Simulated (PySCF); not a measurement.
## Cost of excited-state runs on `C(/C)(F)=P\C1=CCCC1`, C₇H₁₀FP

Geometry:
```json
{"atom": "C1", "x (Å)": "3.806", "y (Å)": "0.199", "z (Å)": "0.081"}
{"atom": "C2", "x (Å)": "2.319", "y (Å)": "0.217", "z (Å)": "0.006"}
{"atom": "F3", "x (Å)": "1.854", "y (Å)": "1.221", "z (Å)": "-0.779"}
{"atom": "P4", "x (Å)": "1.344", "y (Å)": "-0.885", "z (Å)": "0.827"}
{"atom": "C5", "x (Å)": "-0.350", "y (Å)": "-0.433", "z (Å)": "0.399"}
{"atom": "C6", "x (Å)": "-1.379", "y (Å)": "-0.927", "z (Å)": "1.096"}
{"atom": "C7", "x (Å)": "-2.698", "y (Å)": "-0.446", "z (Å)": "0.587"}
{"atom": "C8", "x (Å)": "-2.344", "y (Å)": "0.198", "z (Å)": "-0.764"}
{"atom": "C9", "x (Å)": "-0.830", "y (Å)": "0.462", "z (Å)": "-0.714"}
{"atom": "H10", "x (Å)": "4.132", "y (Å)": "-0.621", "z (Å)": "0.714"}
{"atom": "H11", "x (Å)": "4.176", "y (Å)": "1.141", "z (Å)": "0.488"}
{"atom": "H12", "x (Å)": "4.234", "y (Å)": "0.081", "z (Å)": "-0.916"}
{"atom": "H13", "x (Å)": "-1.300", "y (Å)": "-1.578", "z (Å)": "1.951"}
{"atom": "H14", "x (Å)": "-3.121", "y (Å)": "0.285", "z (Å)": "1.284"}
{"atom": "H15", "x (Å)": "-3.420", "y (Å)": "-1.258", "z (Å)": "0.487"}
{"atom": "H16", "x (Å)": "-2.568", "y (Å)": "-0.500", "z (Å)": "-1.572"}
{"atom": "H17", "x (Å)": "-2.908", "y (Å)": "1.112", "z (Å)": "-0.943"}
{"atom": "H18", "x (Å)": "-0.341", "y (Å)": "0.236", "z (Å)": "-1.662"}
{"atom": "H19", "x (Å)": "-0.615", "y (Å)": "1.505", "z (Å)": "-0.472"}
```

PySCF with density fitting, on 1 thread of an Intel Xeon 6975P-C, shared host. Command: `OMP_NUM_THREADS=1 python excited_run.py task.json out`

(1) How long does this run take, and how much memory?
- magnetisability and related constants, PBE0/pcSseg-1; writes grids

Results:

(1) 
| run | level | basis functions | wall time | peak memory (GiB) |
| --- | --- | --- | --- | --- |
| magnetisability and related constants | PBE0/pcSseg-1 | 210 | 39 s | 0.95 |

Times from a shared host are rough.
